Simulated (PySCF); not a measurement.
ClGa, triplet, geometry from GFN2-xTB (such geometries of metal compounds can be far from the true shape) (the spin is typed, not shown lowest).

The PySCF input:
```python
from pyscf import gto, scf, dft

mol = gto.M(
    atom='''
Ga   -0.00000000   -0.00000000   -0.78750881
Cl    0.00000000    0.00000000    1.43604548
''',
    basis='def2-svp',
    spin=2,
    verbose=4,
)

mf = dft.UKS(mol)
mf.xc = 'pbe'
mf.kernel()
```

Q: What does this run give for the nuclear repulsion energy, total energy, <S^2>, dipole moment, Mulliken (on the basis functions themselves) charges in atom order?

A: 
```json
{
  "nuclear_repulsion_energy": "125.4192 Eh",
  "total_energy": "-2384.1162 Eh",
  "<S^2>": "2.002",
  "dipole_moment": "1.37 D",
  "Mulliken (on the basis functions themselves) charges in atom order": "Ga1 0.13, Cl2 -0.13"
}
```

These values belong to the state on which the SCF converged, which isn't shown to be the lowest.
